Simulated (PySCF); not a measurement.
# How methods differ on the ionisation energy of W

W [Xe] 4f14 5d4 6s2 [5d3/2^4, M_J = 0] → W⁺ [Xe] 4f14 5d4 6s1 [5d3/2^4 6s1/2^1, M_J = 1/2], as a difference of total energies. Calculation: PySCF 2.14, in x2c-SVPall-2c with one added diffuse shell each of s, d type (8s9p10d2f, 99 functions); the two-component X2C-1e Hamiltonian. "Screened" scales the spin-orbit matrix elements by Boettger's factors to mimic the two-electron term; Breit and QED terms are absent.

| method | ionisation energy (eV) |
| --- | --- |
| GHF (spin-free) | 5.972 |
| GHF (screened spin-orbit) | 5.982 |

The spin-free rows relax to the high-spin LS determinant and lack the spin-orbit shift.

Errors of the correlated levels include the incompleteness of this basis and the frozen core.

The labels give the starting determinants; with spin-orbit coupling the two ends relaxed to ⟨J²⟩ = 3.08, ⟨L²⟩ = 5.83, ⟨S²⟩ = 5.77 and ⟨J²⟩ = 3.88, ⟨L²⟩ = 5.84, ⟨S²⟩ = 8.49.

The determinant of W and of W⁺ mixes levels of different J (the jj label is only the starting occupation), so the difference between spin-free and spin-orbit rows is not the physical spin-orbit shift.

For comparison: 7.864 eV (measured; NIST Atomic Spectra Database, ionization energies).
